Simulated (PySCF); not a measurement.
C3H7BN2, SMILES C=C=CB(N)N. Atoms are numbered in the order given.

```xyz
13

C     -0.1166    -2.7061     0.0000
C      0.4155    -1.5090     0.0000
C      0.8917    -0.2881     0.0000
B     -0.0354     0.9920     0.0000
N      0.5848     2.2652     0.0000
N     -1.4390     0.8307     0.0000
H     -0.3384    -3.2288    -0.9367
H     -0.3384    -3.2288     0.9367
H      1.9852    -0.1751     0.0000
H      0.0802     3.1398     0.0000
H      1.5873     2.3771     0.0000
H     -1.8613    -0.0871     0.0000
H     -2.1017     1.5915     0.0000
```

Coordinates come from a PBE0-D3(BJ)/def2-SVP optimisation. This is a generated structure with no PubChem entry under its InChIKey; it may be hypothetical. Other conformers were not sampled.

Method: TDA-PBE/def2-SVPD (PySCF).

Vertical excitations. The molecule is in vacuum. State labels are in the subgroup Cs.

| state | symmetry | energy (eV) | λ (nm) | f | main pairs |
|---|---|---|---|---|---|
| S1 | A' | 4.94 | 251 | 0.028 | HOMO→LUMO 96 % |
| S2 | A" | 5.11 | 243 | 0.000 | HOMO→LUMO+1 100 % |
| S3 | A" | 5.25 | 236 | 0.000 | HOMO−2→LUMO 95 % |
| S4 | A" | 5.32 | 233 | 0.000 | HOMO→LUMO+2 98 % |
| S5 | A" | 5.67 | 219 | 0.000 | HOMO−1→LUMO+1 92 % |
| S6 | A" | 5.78 | 214 | 0.001 | HOMO−1→LUMO+2 94 % |
| S7 | A' | 5.85 | 212 | 0.005 | HOMO−2→LUMO+2 89 % |
| S8 | A" | 6.19 | 200 | 0.006 | HOMO→LUMO+3 99 % |
| S9 | A' | 6.30 | 197 | 0.310 | HOMO−1→LUMO 73 %, HOMO−3→LUMO 11 % |
| S10 | A" | 6.57 | 189 | 0.018 | HOMO→LUMO+4 97 % |
| T1 | A' | 4.24 | 292 | 0 | HOMO−1→LUMO 75 %, HOMO→LUMO 20 % |
| T2 | A' | 4.45 | 279 | 0 | HOMO→LUMO 80 %, HOMO−1→LUMO 19 % |
| T3 | A' | 4.79 | 259 | 0 | HOMO−2→LUMO+1 90 % |
| T4 | A" | 4.88 | 254 | 0 | HOMO−2→LUMO 95 % |
Triplets are in the Tamm–Dancoff approximation.
